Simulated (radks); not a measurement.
The numbers below are computed, except where a source is named.
How relativity changes the ionisation of neutral terbium ([Xe] 4f9 6s2) to Tb+ ([Xe] 4f9 6s1). Spin-unpolarised spherical Kohn-Sham, PBEsol, point nucleus unless stated (finite: rms radius 5.06 fm), a radial shooting solver on a logarithmic mesh with Libxc functionals. A level marked "c x" has the speed of light scaled by that factor and shares open shells by 2j + 1; other Dirac levels either fill j = l - 1/2 first or share by 2j + 1.

| level | E(Tb) (hartree) | E(Tb+) (hartree) | IE (eV) | HOMO | <r> HOMO (bohr) |
|---|---|---|---|---|---|
| non-rel. | -11226.1130 | -11225.9006 | 5.780 | 6s | 4.422 |
| scalar-rel. | -11705.0131 | -11704.7861 | 6.179 | 4f | 0.9101 |
| scalar-rel., finite nucleus | -11704.0915 | -11703.8645 | 6.179 | 4f | 0.9101 |
| Dirac, 2j+1 shares | -11714.9350 | -11714.7078 | 6.182 | 4f7/2 | 0.9210 |
| Dirac, low j first | -11714.9966 | -11714.7696 | 6.178 | 4f7/2 | 0.9248 |
| Dirac, 2j+1 shares, finite nucleus | -11714.0076 | -11713.7804 | 6.181 | 4f7/2 | 0.9210 |
| Dirac, c x 0.85 | -11938.0824 | -11937.8468 | 6.411 | 4f7/2 | 0.9593 |
| Dirac, c x 3 | -11275.0929 | -11274.8792 | 5.816 | 6s1/2 | 4.395 |
| Dirac, c x 10 | -11230.4743 | -11230.2617 | 5.783 | 6s1/2 | 4.420 |

NIST Atomic Spectra Database: 5.864 eV (measured). The relativistic part of the total energy of Tb is -487.9 hartree (Dirac, 2j+1 shares, finite nucleus), 4.3 % of the non-relativistic value. Spin polarisation and multiplet splitting of open shells are left out at every level.

Beside tabulated values, note that relativity, absent from the non-relativistic runs, is large for the heavy elements, and spin-unpolarised runs miss the spin-polarisation part of the exchange energy of open shells.
